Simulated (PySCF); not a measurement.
## TcS₂⁺, triplet: molecular constants

Method: UPBE/[Tc def2-SVP with ECP28, S def2-SVP], scalar-relativistic core potentials, density fitting, no spin–orbit coupling, PySCF.

The structure is a minimum.

| Quantity | Value |
| --- | --- |
| Point group | C2v |
| Bond lengths | Tc–S 2.070 Å (×2) |
| Bond angles | S–Tc–S 110.6° |
| Heat capacity Cp at 298.15 K | 50.4 J/(mol K) |
| Rotational constants | 0.3127, 0.09099, 0.07048 cm⁻¹ |
| Enthalpy at 298.15 K above 0 K | 12.35 kJ/mol |
| Zero-point energy | 7.9 kJ/mol |
| Principal quadrupole moments (Buckingham, traceless) about the centre of mass | -6.48, 1.46, 5.03 D Å |
| Highest occupied level (α) | -11.84 eV |
| Entropy at 298.15 K and 1 bar (electronic part: spin only) | 298.6 J/(mol K) |
| Principal polarisabilities | 37.8, 44.6, 99.5 bohr³ |
| Dipole moment about the centre of mass | 1.78 D |
| Lowest empty level (α) | -10.94 eV |
| Rotational symmetry number | 2 |
| Spin squared ⟨S²⟩ | 2.028 |

Harmonic modes (masses in u: Tc 98.907, S 31.972):
```
symmetry  ω (cm⁻¹)  IR (km/mol)  μ (u)
      a1       202          0.3  36.99
      a1       552          0.7  36.76
      b2       562         24.5  40.26
```

In C2v the vibrations span 2a1 + b2. Here b1 is antisymmetric to the molecular plane and b2 lies in it.

Charges (e):
```tsv
atom	Mulliken	Löwdin	polar tensor	spin (Mulliken)	Mayer order to Tc1
Tc1	0.48	-0.21	1.03	1.95	–
S2,3	0.26	0.60	-0.02	0.02	2.36
```
Other Mayer orders above 0.3: S–S 0.52.

Mulliken populations on Tc1 (electrons outside its core potential): s 2.44, p 6.35, d 5.72, f 0.01.

Formally Tc is in oxidation state +5, d2, with 2 unpaired electrons (the high-spin count). The Mulliken spin on Tc is 1.95. The polar-tensor charge on Tc, 1.03, is far below the formal one.

Other isomers or separated fragments may lie lower. Open d and f shells are described by one determinant, and the ground state may have another occupation or spin.

The final relaxation and frequency run took of the order of 40 core-seconds on a shared host.
